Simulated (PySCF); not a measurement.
## C$_{2}$H$_{8}$N$_{3}$PSi: full NMR table

```yaml
Formula: C2H8N3PSi
SMILES: C=N[Si](N)(P)N=C
InChI: InChI=1S/C2H8N3PSi/c1-4-7(3,6)5-2/h1-3,6H2
Point_group_of_the_computed_structure: C1
Carbon_signals: 1
Proton_signals: 4
```

Mapped SMILES: `[CH2:1]=[N:2][Si:3]([NH2:4])([PH2:5])[N:6]=[CH2:7]`. Hydrogens are named by the atom that carries them. Ha(C1), Ha(C7) are cis to Si3; Hb(C1), Hb(C7) are trans to Si3.

- GIAO PBE0/pcSseg-1 shieldings
- coordinates at the GFN2-xTB level
- program: PySCF
- one computed conformer, rapidly exchanging positions averaged, non-relativistic Hamiltonian, gas phase

Scale: 1H (σref 31.72), 13C (σref 186.93), 29Si (σref 349.16) vs TMS; 31P (σref 318.38) against H3PO4; NH3 for 15N (σref 267.73) (reference shieldings calculated alike).

```tsv
carbon	δC, type	δH (multiplicity)	HMBC from (2–3 bonds)	span of the C tensor (ppm)
C1/C7	172.0, CH2	Hb(C1) 8.57 (m); Ha(C1) 8.60 (m)	–	210
```

Other nuclei:
```tsv
atoms	nucleus	environment	δ (ppm)	σ (ppm)
H(N4)	1H	hydrogen on a nitrogen bonded to Si	1.11	30.61
H(P5)	1H	hydrogen on a phosphorus bonded to Si	0.71	31.00
P5	31P	phosphorus bonded to Si, 2 H	-331.2	649.6
Si3	29Si	silicon bonded to 3 N, P	-8.1	357.2
N2/N6	15N	imine nitrogen	436.0	-168.3
N4	15N	nitrogen bonded to Si, 2 H	31.5	236.2
```

- δC 172.0: C=N carbon.
- δH 8.60, 8.57: hydrogen on a C=N carbon.
- δH 1.11: hydrogen on a nitrogen bonded to Si; labile proton, position sensitive to the medium.
- δH 0.71: hydrogen on a phosphorus bonded to Si.

OH and NH positions are those of a molecule without intermolecular hydrogen bonds; in solution they move with solvent, concentration and temperature, and exchange usually removes their couplings. Splittings by 31P in the carbon and heteronuclear signals aren't shown, as no couplings were computed. Shifts are as computed. Against solution values, carbons near 30 ppm lie about +3 ppm off and those near 130 ppm about +5 ppm. Of 1309 compounds with measured shifts, 239 miss one by over three times the rms of a fit or turn the order of signals round; such compounds aren't used in these exercises. Experimental scales use liquid or dissolved standards, which lie at an offset from isolated NH3 (liquid NH3: subtract about 20 ppm) and H3PO4. Unscaled 15N shifts of sp2 nitrogen come out 20 to 40 ppm too high even then. Multiplicities follow the n + 1 count of equivalent neighbours, as no J values were calculated; m marks all less simple cases, F and P coupling included.
